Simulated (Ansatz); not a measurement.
A made-up structure of AlB$_{2}$H$_{5}$O, closed shell:

B1  (0.259, 1.388, -0.530)
Al2  (-0.340, -0.168, 0.092)
B3  (1.026, -1.037, 0.287)
O4  (-2.026, -0.812, 0.479)
H5  (0.364, 1.492, -1.740)
H6  (0.550, 2.237, 0.296)
H7  (1.369, -1.663, -0.679)
H8  (1.547, -0.921, 1.362)
H9  (-2.748, -0.516, 0.434)
(Å)

It is relaxed with PBE-D4/def2-SVP and then PBE0-D4/def2-TZVP (Ansatz 0.2.0). Atoms count as bonded within 1.22 times the sum of their covalent radii (H–H: 0.88 Å). The end point is not checked to be a true minimum.

Problem. Does its bonding change? (Judge from chemistry; the calculation decides.)

Solution. By the calculation: No: no bond forms or breaks.

Where it ends: The first stage lowers the energy by 5.35 eV in 13 steps. It ends as AlB₂H₅O ([BH2][Al]([BH2])[OH]):
| atom | x (Å) | y (Å) | z (Å) |
| --- | --- | --- | --- |
| B1 | -0.0314 | 1.8105 | -0.6587 |
| Al2 | -0.3133 | -0.1689 | 0.0898 |
| B3 | 1.2586 | -1.5575 | 0.4563 |
| O4 | -1.8838 | -0.7466 | 0.4416 |
| H5 | -0.0112 | 2.0692 | -1.8313 |
| H6 | 0.1549 | 2.7588 | 0.0543 |
| H7 | 1.6675 | -2.3133 | -0.3817 |
| H8 | 1.8362 | -1.6241 | 1.5064 |
| H9 | -2.6776 | -0.2281 | 0.3233 |

Labels in which every atom is bracketed show which atoms are joined, not bond orders.

For scale, one of the runs: PBE0-D4/def2-TZVP relaxation, 160 basis functions, launched by `ansatz run in.yaml --threads 2 --pin off --events-out ev --progress --plain --max-ram 4352MiB`. The run took about 22 s on 2 CPU threads of an Arm Neoverse V2 (shared host).
